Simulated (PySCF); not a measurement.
Steps of a relaxation of [Sm(H2CO)]2+

[Sm(H2CO)]2+ (singlet in the valence; each metal's 4f electrons, 6 of them, lie in its core potential, out of spins and levels). PySCF 2.14.0, RKS PBE0, Sm lcecp-0-SVP with ECP52, O def2-SVP, C def2-SVP, H def2-SVP; non-relativistic Hamiltonian with scalar-relativistic core potentials where named; density fitting; no spin-orbit coupling. Origin of the start: template. Columns: position (Å) and force (eV/Å). Energies are counted from the last step; some of the 7 steps are shown. Forces carry noise of the integration grid, about 0.01 to 0.03 eV/Å.

Run from Python with OMP_NUM_THREADS=2. Where DIIS fails, smearing, a level shift and second-order steps follow.
It took 8.9 s on 2 threads of Arm Neoverse V2, with other jobs on the host, from the converged density of the start.

```xyz
5
step 0  E = 0.222 eV
Sm    0.0000    0.0000   -0.5388     0.00    0.00    1.17
O     0.0000    0.0000    2.1187     0.00    0.00   -1.37
C     0.0000    0.0000    3.3387     0.00    0.00    0.25
H     0.9400    0.0000    3.9187     0.21    0.00   -0.03
H    -0.9400    0.0000    3.9187    -0.21    0.00   -0.03
```

```xyz
5
step 2  E = 0.049 eV
Sm    0.0000    0.0000   -0.2227     0.00    0.00   -0.94
O     0.0000    0.0000    2.0391     0.00    0.00    1.15
C     0.0000    0.0000    3.2742     0.00    0.00    0.02
H     0.9688    0.0000    3.8328    -0.34    0.00   -0.11
H    -0.9688    0.0000    3.8328     0.34    0.00   -0.11
```

```xyz
5
step 4  E = 0.000 eV
Sm    0.0000    0.0000   -0.3091     0.00    0.00    0.08
O     0.0000    0.0000    2.0621     0.00    0.00    0.00
C     0.0000    0.0000    3.2924     0.00    0.00   -0.07
H     0.9547    0.0000    3.8553    -0.01    0.00    0.00
H    -0.9547    0.0000    3.8553     0.01    0.00    0.00
```

Problem. Where does the relaxation end?

Solution. It converges at step 6 in C2v:
```xyz
5
step 6  E = 0
Sm    0.0000    0.0000   -0.3005
O     0.0000    0.0000    2.0605
C     0.0000    0.0000    3.2900
H     0.9542    0.0000    3.8530
H    -0.9542    0.0000    3.8530
```

Problem. How did the contacts change?

Solution. 
```
      contact  start (Å)  end (Å)
Sm1–O2 (H2CO)      2.658    2.361
```


An lcecp potential fixes the number of 4f electrons, so in runs with it no electron can move into or out of that shell.
